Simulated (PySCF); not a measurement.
Species: C8H8Cl (doublet state).
Geometry (GFN2-xTB, Å), atoms numbered from 1 in this order:
```xyz
17
C8H8Cl angstrom
C      3.0002    0.1475    0.3219
C      2.1200   -0.9917    0.1257
C      0.8855   -1.3886   -0.0069
C     -0.3230   -0.5629    0.0068
C     -1.5891   -1.0123   -0.1280
C     -2.5470    0.1302   -0.0655
C     -1.6242    1.2898    0.1289
Cl    -2.2105    2.8928    0.2738
C     -0.3486    0.8835    0.1688
H      2.7774    0.6526    1.2658
H      2.9032    0.8602   -0.5018
H      4.0445   -0.1741    0.3589
H      0.6752   -2.4459   -0.1465
H     -1.9021   -2.0311   -0.2621
H     -3.1325    0.2282   -0.9822
H     -3.2553    0.0337    0.7600
H      0.5193    1.5001    0.2974
```

The hyperfine couplings belong to this conformer and change with its torsions.

The species is `C/[C]=C\C1=CCC(Cl)=C1` [radical].

Method used: PySCF 2.14.0, UKS B3LYP, pcH-1 on C Cl H, non-relativistic, mean-field spin-orbit, GIAO. One conformer (not necessarily the lowest) at the GFN2-xTB geometry, without solvent, vibrations or thermal averaging. A GFN2-xTB geometry isn't a minimum of the functional, and hyperfine couplings can be far from their values at a DFT geometry. The SCF solution wasn't tested for stability.

The isotropic 1H couplings, averaged over equivalent nuclei, are +122.3, +71.6, -4.6, +3.4, +0.5 MHz. Assign them to H10/H11/H12; H13; H14; H15/H16; H17.

| site | a_iso (MHz) | ρ(0) (bohr⁻³) | position | distance from C2 (Å) | bound to | spin population there | largest \|T\| (MHz) |
| --- | --- | --- | --- | --- | --- | --- | --- |
| H10/H11/H12 | +71.6 | +0.0160 | 2 bonds from C2 | 2.11 | C1 | -0.05 | 10.5 |
| H13 | +122.3 | +0.0274 | 2 bonds from C2, on C3 of spin population -0.16 | 2.07 | C3 | -0.16 | 12.2 |
| H14 | +3.4 | +0.0008 | 4 bonds from C2 | 4.17 | C5 | -0.06 | 3.9 |
| H15/H16 | -4.6 | -0.0010 | 5 bonds from C2 | 5.51 | C6 | +0.01 | 0.8 |
| H17 | +0.5 | +0.0001 | 4 bonds from C2 | 2.97 | C9 | -0.01 | 5.1 |

ρ(0) is the spin density at the nucleus and T the dipolar tensor; a_iso includes a spin–orbit part; entries for several nuclei are means. Largest spin populations (Mulliken): C2 (+1.03), C3 (-0.16) and C4 (+0.09). No atom but C2 exceeds +0.15. The positive populations add up to 1.28 and the negative ones to -0.28, together 2S = 1.

Examples of negative spin density at the nucleus (bohr⁻³): C3 (-0.0084), C9 (-0.0033) and C5 (-0.0024).

Class means assume fast exchange of nuclei equivalent by connectivity; if that motion is slow, each nucleus keeps its own coupling. The three 1H nuclei of mean +71.6 MHz run from 51.5 to 111.4 MHz in the frozen geometry.
